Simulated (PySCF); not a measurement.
CH₆ClFSi₂, SMILES C[Si@@](F)([SiH3])Cl.

Coordinates come from a B3LYP-D3(BJ)/def2-SVP optimisation. The structure was generated by enumeration; whether it is a known compound was not checked.

Method: B3LYP-D3(BJ)/def2-SVP (PySCF).

Frequencies are harmonic and unscaled.

```csv
mode,ν (cm⁻¹),IR (km/mol),Raman (Å⁴/amu),depolarisation,moving atoms (share of kinetic energy)
1,105,0.3,0.1,0.75,H 91 %
2,109,1.1,1.1,0.74,"Cl 32 %, Si 32 %, H 22 %, F 10 %"
3,131,1.3,0.8,0.61,"H 29 %, F 25 %, C 23 %, Si 20 %"
4,155,0.1,0.1,0.64,H 93 %
5,194,3.1,1.7,0.74,"C 28 %, H 26 %, Cl 20 %, Si 17 %, F 9 %"
6,235,19.5,4.5,0.39,"Si 37 %, F 33 %, H 14 %, C 9 %"
7,245,12.8,1.3,0.72,"F 52 %, Cl 20 %, Si 12 %, C 8 %"
8,412,11.9,15.4,0.07,"Si 52 %, Cl 17 %, H 14 %, C 10 %"
9,508,40.1,9.6,0.70,"H 68 %, Si 20 %, Cl 10 %"
10,515,15.8,12.7,0.69,"H 79 %, Si 14 %"
11,555,74.7,3.8,0.70,"Si 50 %, H 26 %, Cl 20 %"
12,721,47.7,5.9,0.22,"C 35 %, Si 33 %, H 25 %"
13,785,42.8,1.6,0.71,"H 60 %, C 21 %, Si 10 %, F 8 %"
14,795,163.9,0.9,0.62,"H 71 %, C 19 %, Si 10 %"
15,878,162.3,4.1,0.72,"H 62 %, Si 22 %, F 14 %"
16,903,52.5,2.8,0.64,"H 36 %, Si 33 %, F 29 %"
17,939,57.0,22.9,0.74,H 96 %
18,943,61.5,23.2,0.75,H 94 %
19,1273,25.2,1.3,0.35,"H 78 %, C 22 %"
20,1425,7.0,12.8,0.75,H 96 %
21,1426,2.5,10.0,0.75,H 96 %
22,2212,57.1,224.0,0.04,H 98 %
23,2221,84.3,102.6,0.70,H 96 %
24,2234,75.8,130.2,0.52,H 96 %
25,3032,0.3,137.6,0.01,H 97 %
26,3129,1.5,91.0,0.74,"H 91 %, C 9 %"
27,3133,1.0,87.0,0.70,"H 91 %, C 9 %"
```
